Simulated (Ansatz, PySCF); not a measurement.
The pair A = N2 (SMILES N#N) (first 2 atoms), B = CH6Si (SMILES C[SiH3]); geometry from B3LYP-D3(BJ)/def2-TZVP.
(charge 0, multiplicity 1):
| atom | x (Å) | y (Å) | z (Å) |
|---|---|---|---|
| N | 1.2001 | -0.0434 | 0.9390 |
| N | 0.8204 | 0.0548 | -0.0787 |
| C | 0.8625 | -0.2080 | 4.6939 |
| Si | -0.8083 | 0.1100 | 3.9047 |
| H | 1.6409 | -0.2810 | 3.9331 |
| H | 0.8526 | -1.1403 | 5.2614 |
| H | 1.1291 | 0.6003 | 5.3773 |
| H | -0.7932 | 1.3773 | 3.1340 |
| H | -1.8657 | 0.2100 | 4.9406 |
| H | -1.1702 | -0.9901 | 2.9779 |

Correlated levels freeze the cores. Rows in 6-31G* carry no dispersion term and start afresh at each structure (6-31G* with six Cartesian d functions). MP2/6-31G* freezes PySCF's default core.

Programs: Ansatz (Gaussian basis) for Hartree–Fock, density functionals and correlated methods; PySCF for 6-31G* rows. Each number belongs to the level named beside it.

Total energies (hartree), monomers frozen at their geometry in the pair:

| structure | B3LYP/6-31G* | MP2/6-31G* | MP2/aug-cc-pV(D+d)Z |
|---|---|---|---|
| AB | -440.7347701 | -439.7383247 | -439.8499123 |
| A in the pair's basis | -109.5245618 | -109.2524808 | -109.2772775 |
| B in the pair's basis | -331.2108323 | -330.4854783 | -330.5714434 |
| A | -109.5234818 | -109.2512743 | -109.2764951 |
| B | -331.2107244 | -330.4851729 | -330.5709280 |

Question: Work out the interaction energy without and with the counterpoise correction, and the superposition error, for each level.

Answer: 
E(AB) − E(A) − E(B), times 627.509 kcal/mol, with the monomers in their own basis and then in the pair's basis:
- B3LYP/6-31G*: -0.35 uncorrected, 0.39 corrected; the monomers gain 0.75 kcal/mol from borrowed functions
- MP2/6-31G*: -1.18 uncorrected, -0.23 corrected; the monomers gain 0.95 kcal/mol from borrowed functions
- MP2/aug-cc-pV(D+d)Z: -1.56 uncorrected, -0.75 corrected; the monomers gain 0.81 kcal/mol from borrowed functions

Ansatz is an electronic-structure program.
